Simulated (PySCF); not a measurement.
**What PySCF settings do for InAs**

Base input, run as `python input.py` with PySCF 2.14:

```python
from pyscf import gto, scf, mp

mol = gto.M(
    atom='In 0 0 0; As 0 0 2.95',
    basis='def2-svp',
    ecp={'In': 'def2-svp'},
    charge=0,
    spin=2,
    verbose=4,
)
mf = scf.UHF(mol)
mf.kernel()
mp.MP2(mf, frozen=13).kernel()
mf.dip_moment()
print('orbital energies (hartree):', [e[max(0, n-3):n+3].round(4) for e, n in zip(mf.mo_energy, mol.nelec)])
```

Base result: E(SCF) = -2423.146517 Eh, 15 cycles, E(MP2) − E(SCF) = -0.24957 Eh, ⟨S²⟩ = 2.046, μz(SCF) = -2.89 D. The bond length is a typed value, not an optimised one. No search for the lowest solution was made.

Wall time 1.3 s on one thread of a shared host.

Each row names what differs from the base; energies in brackets are changes from the base.

```tsv
change	result
density fitting: none → def2-universal-jkfit	E(SCF) = -2423.146475 Eh (+0.0011 eV), 15 cycles, E(MP2) − E(SCF) = -0.24957 Eh, ⟨S²⟩ = 2.046, μz(SCF) = -2.89 D
electric field along z (a.u.): none → 0.005	E(SCF) = -2423.142543 Eh (+0.1081 eV), E(MP2) − E(SCF) = -0.24999 Eh, ⟨S²⟩ = 2.064, μz(SCF) = -1.13 D
initial guess: minao → huckel [may be another electronic state]	not converged: SCF after 50 cycles
initial guess: minao → atom	not converged: SCF after 50 cycles
functional: none (Hartree–Fock) → bhandhlyp; SCF type: UHF → UKS; step after the SCF: mp2 → analyze	E(SCF) = -2425.619051 Eh, 14 cycles, ⟨S²⟩ = 2.011, μz(SCF) = -2.81 D
geometry: bond 2.95 → bond 2.861	E(SCF) = -2423.148126 Eh (-0.0438 eV), 14 cycles, E(MP2) − E(SCF) = -0.25015 Eh, ⟨S²⟩ = 2.032, μz(SCF) = -2.52 D
level shift (hartree): none → 0.3	E(SCF) = -2423.146517 Eh (+0.0000 eV), 21 cycles, E(MP2) − E(SCF) = -0.24957 Eh, ⟨S²⟩ = 2.046, μz(SCF) = -2.89 D
basis set: def2-svp → lanl2dz; frozen orbitals: 13 → 0 [with its own core potential]	not converged: SCF after 50 cycles
spin-free X2C: off → on [unsound on purpose]	stops with NotImplementedError
cycle limit: 50 → 5	not converged: SCF after 5 cycles
spin (2S): 2 → 6 [a high spin state]	E(SCF) = -2423.003343 Eh (+3.8959 eV), 12 cycles, E(MP2) − E(SCF) = -0.21148 Eh, ⟨S²⟩ = 12.005, μz(SCF) = 2.62 D
electric field along z (a.u.): none → -0.01	E(SCF) = -2423.164343 Eh (-0.4851 eV), 14 cycles, E(MP2) − E(SCF) = -0.24838 Eh, ⟨S²⟩ = 2.028, μz(SCF) = -6.10 D
geometry: bond 2.95 → bond 3.039	E(SCF) = -2423.144162 Eh (+0.0641 eV), E(MP2) − E(SCF) = -0.24881 Eh, ⟨S²⟩ = 2.074, μz(SCF) = -3.19 D
functional: none (Hartree–Fock) → pbesol; SCF type: UHF → UKS; step after the SCF: mp2 → analyze	E(SCF) = -2423.597646 Eh, 13 cycles, ⟨S²⟩ = 2.008, μz(SCF) = -2.30 D
functional: none (Hartree–Fock) → mn15; SCF type: UHF → UKS; step after the SCF: mp2 → analyze	E(SCF) = -2425.577269 Eh, ⟨S²⟩ = 2.166, μz(SCF) = -2.90 D
initial guess: minao → 1e [spin-contaminated]	not converged: SCF after 50 cycles
```

Q: Order these changes by how far they move the SCF energy from the base, largest first: (1) electric field along z (a.u.): none → -0.01; (2) electric field along z (a.u.): none → 0.005; (3) geometry: bond 2.95 → bond 2.861; (4) geometry: bond 2.95 → bond 3.039.

A: (1) -0.4851 eV, (2) +0.1081 eV, (4) +0.0641 eV, (3) -0.0438 eV.
